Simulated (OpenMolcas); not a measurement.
**Computed transition rates of Ti+**

```
Program             : OpenMolcas
Method              : MS-RASPT2, IPEA 0.25 Eh, imaginary shift 0.1 Eh (closed shells correlated: 3s 3p)
Basis               : ANO-RCC-VTZP [6s5p3d2f1g]
Scalar Hamiltonian  : DKH2, point nucleus
Active space        : 3 electrons in 9 orbitals (RAS2 3d 4s; RAS3 4p, at most 2 electrons)
State averaging     : 2S+1 = 4 even, 20 roots; 2S+1 = 2 even, 70 roots kept (CI in the orbitals of an earlier block); 2S+1 = 4 odd, 45 roots; 2S+1 = 2 odd, 77 roots kept (CI in the orbitals of an earlier block)
Spin-orbit coupling : state interaction with AMFI integrals over the reference wave functions, term energies averaged over their components
```

Rates come from the transition moments of the reference wave functions (E1 in the length form). At fixed line strength A goes as λ^-3 for E1 and M1 and as λ^-5 for E2, so a rate at the computed wavelength can be rescaled to the measured one. Measured vacuum wavelengths follow from level energies in NIST Handbook of Basic Atomic Spectroscopic Data. Branching counts E1 and M1 decays inside the model space alone, at computed energies, and the table is only a selection of the E1 lines, drawn from those between levels with measured partners whose computed energy lies within a factor of 1.5 of the measured one.

```
          Upper          Lower  Type  λ computed (nm)  λ measured (nm)  A computed (s-1)  A rescaled (s-1)  Branching %
 3d² 4p ⁴G°_9/2     3d³ ⁴F_7/2    E1            351.7            346.2          5.57e+06          5.84e+06          2.4
3d² 4p ⁴G°_11/2     3d³ ⁴F_9/2    E1            350.3            344.5          5.82e+06          6.12e+06          2.5
 3d² 4p ⁴F°_5/2     3d³ ⁴F_7/2    E1              342            334.8          7.75e+06          8.26e+06          2.8
 3d² 4p ⁴F°_3/2     3d³ ⁴F_5/2    E1              342              335          8.58e+06          9.13e+06          3.1
 3d² 4p ⁴F°_3/2     3d³ ⁴F_3/2    E1            340.9            334.1          4.02e+07          4.27e+07         14.5
 3d² 4p ⁴F°_5/2     3d³ ⁴F_5/2    E1            340.5            333.6          3.53e+07          3.75e+07         12.6
 3d² 4p ⁴F°_7/2     3d³ ⁴F_7/2    E1            340.1              333          3.86e+07          4.11e+07         13.7
 3d² 4p ⁴F°_9/2     3d³ ⁴F_9/2    E1            339.6            332.4          4.66e+07          4.97e+07         16.3
 3d² 4p ⁴G°_5/2  3d² 4s ⁴F_5/2    E1            325.1            339.6          3.38e+07          2.97e+07         15.1
 3d² 4p ⁴G°_7/2  3d² 4s ⁴F_7/2    E1            324.4            338.9          3.53e+07          3.10e+07         15.5
 3d² 4p ⁴G°_5/2  3d² 4s ⁴F_3/2    E1            324.2            338.5          1.82e+08          1.60e+08         80.9
 3d² 4p ⁴G°_9/2  3d² 4s ⁴F_9/2    E1            323.7            338.1          2.28e+07          2.00e+07          9.9
 3d² 4p ⁴G°_7/2  3d² 4s ⁴F_5/2    E1            323.1            337.4          1.85e+08          1.62e+08         81.2
 3d² 4p ⁴G°_9/2  3d² 4s ⁴F_7/2    E1              322            336.2          2.02e+08          1.77e+08         87.6
3d² 4p ⁴G°_11/2  3d² 4s ⁴F_9/2    E1            320.9              335          2.28e+08          2.00e+08         97.5
 3d² 4p ⁴F°_3/2  3d² 4s ⁴F_5/2    E1            313.8            325.3          5.06e+07          4.54e+07         18.2
 3d² 4p ⁴F°_5/2  3d² 4s ⁴F_7/2    E1            313.8            325.4          4.49e+07          4.03e+07         16.0
 3d² 4p ⁴F°_7/2  3d² 4s ⁴F_9/2    E1            313.8            325.5          2.52e+07          2.26e+07          8.9
 3d² 4p ⁴F°_3/2  3d² 4s ⁴F_3/2    E1              313            324.3          1.75e+08          1.57e+08         62.9
 3d² 4p ⁴F°_5/2  3d² 4s ⁴F_5/2    E1            312.6              324          1.47e+08          1.32e+08         52.4
 3d² 4p ⁴F°_7/2  3d² 4s ⁴F_7/2    E1            312.3            323.8          1.66e+08          1.49e+08         58.9
 3d² 4p ⁴F°_9/2  3d² 4s ⁴F_9/2    E1            311.9            323.5          2.10e+08          1.88e+08         73.5
 3d² 4p ⁴F°_5/2  3d² 4s ⁴F_3/2    E1            311.7              323          3.73e+07          3.35e+07         13.3
 3d² 4p ⁴F°_7/2  3d² 4s ⁴F_5/2    E1              311            322.4          3.91e+07          3.51e+07         13.9
 3d² 4p ⁴F°_9/2  3d² 4s ⁴F_7/2    E1            310.3            321.8          2.48e+07          2.22e+07          8.7
```

The largest correction is for 3d² 4p ⁴G°_7/2 → 3d² 4s ⁴F_7/2 (E1): 3.53e+07 × (324.4 / 338.9)^3 = 3.10e+07 s-1, a factor of 0.88.

The computed rate and branching of 3d² 4p ⁴G°_11/2 → 3d² 4s ⁴F_9/2 give the upper level a radiative lifetime of 0.975 / 2.28e+08 s-1 = 4.28e-09 s, counting decays inside the model space alone. The rescaled rate gives about 4.9e-09 s.

No measured rate stands beside these. Rescaling mends the energy factor alone: line strengths can still be far off where a level mixes with configurations outside the active space, and weak or spin-changing lines hang on small mixing coefficients that depend on the term gaps too, so rescaling need not improve them.

Term energies are means over components that CASPT2 splits; among the terms shown or strongly mixed into the levels shown the widest spread is 1900 cm-1 (3d² 4s ⁴F). Over all roots computed the reference weight is 0.86 to 0.94; the roots of lowest weight are the least certain, and an intruder state may touch them. Blocks of more than 70 roots (2S+1 = 2 odd) ran without multistate coupling. Configurations are named by rounded mean occupations; where the s occupation lies near a half they are strongly mixed, a name can repeat and a true partner stay unpaired. A single d shell beside an s shell can misplace configurations of different d count against each other. Computed and measured levels are paired by configuration, term and J; levels that our copy of the source lacks, or whose pairing is in doubt (as where it misses far off the trend of its configuration), stay unpaired. Levels of configurations outside the active space are missing.

° marks odd parity.
